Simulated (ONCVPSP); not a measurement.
## Cutoff test, ruthenium, ONCV

* Element: Ru
* Generator: ONCVPSP 4.0.1
* Type: optimised norm-conserving Vanderbilt (ONCV)
* Functional: PBE
* Relativity: fully relativistic
* Frozen core: [Ar] 3d10
* Valence charge: 16
* Reference configuration: 4s2 4p6 4d7 5s1
* Partial waves: 4s+5s: rc 1.90 bohr, ncon 3, nbas 6, qcut 6 1/bohr, 2 projectors; 4p: rc 1.75 bohr, ncon 4, nbas 8, qcut 10 1/bohr, 2 projectors, debl 0.9 Ha; 4d: rc 1.50 bohr, ncon 4, nbas 8, qcut 5.4 1/bohr, 2 projectors, debl 1.9 Ha
* Local potential: polynomial inside 1.10 bohr (lpopt 5, dvloc0 0 Ha)
* Core correction: Teter function, fcfact 1.5, rcfact 1.25

Open shells are filled in proportion to 2j + 1.

In the p channel the program set the typed energies aside and used -1.666, 0.250 Ha (j = l + 1/2; the other j can differ).

Problem. For each optimised wave give the share of its norm inside rc, the residual kinetic energy above qcut (Ha) and the cutoffs (Ha) for errors of 10, 1, 0.1 and 0.01 mHa per electron.

Solution.

```json
{"wave": "4s", "norm inside rc": "0.982", "residual KE": "3.5e-06", "10 mHa": "5.4", "1 mHa": "7.3", "0.1 mHa": "13.2", "0.01 mHa": "16.5"}
{"wave": "5s", "norm inside rc": "0.087", "residual KE": "7.0e-06", "10 mHa": "4.2", "1 mHa": "7.3", "0.1 mHa": "14.2", "0.01 mHa": "17.5"}
{"wave": "4p j=3/2", "norm inside rc": "0.918", "residual KE": "1.1e-08", "10 mHa": "10.9", "1 mHa": "19.7", "0.1 mHa": "29.3", "0.01 mHa": "35.2"}
{"wave": "p projector 2 j=3/2", "norm inside rc": "0.081", "residual KE": "3.0e-09", "10 mHa": "9.3", "1 mHa": "13.6", "0.1 mHa": "28.4", "0.01 mHa": "35.2"}
{"wave": "4p j=1/2", "norm inside rc": "0.930", "residual KE": "1.1e-08", "10 mHa": "11.7", "1 mHa": "14.9", "0.1 mHa": "28.0", "0.01 mHa": "34.4"}
{"wave": "p projector 2 j=1/2", "norm inside rc": "0.083", "residual KE": "3.2e-09", "10 mHa": "9.9", "1 mHa": "13.6", "0.1 mHa": "27.5", "0.01 mHa": "34.8"}
{"wave": "4d j=5/2", "norm inside rc": "0.482", "residual KE": "2.2e-02", "10 mHa": "17.1", "1 mHa": "85.6", "0.1 mHa": "105.6", "0.01 mHa": "136.5"}
{"wave": "d projector 2 j=5/2", "norm inside rc": "0.194", "residual KE": "4.1e-02", "10 mHa": "17.9", "1 mHa": "35.7", "0.1 mHa": "115.9", "0.01 mHa": "142.2"}
{"wave": "4d j=3/2", "norm inside rc": "0.494", "residual KE": "2.5e-02", "10 mHa": "17.4", "1 mHa": "87.1", "0.1 mHa": "106.2", "0.01 mHa": "137.7"}
{"wave": "d projector 2 j=3/2", "norm inside rc": "0.193", "residual KE": "4.3e-02", "10 mHa": "18.1", "1 mHa": "36.3", "0.1 mHa": "118.3", "0.01 mHa": "142.8"}
```

The occupied waves need 87 Ha and 106 Ha for 1 and 0.1 mHa. Note: no bound ghost flagged; GHOST(+) flagged for s at 103.2 eV.
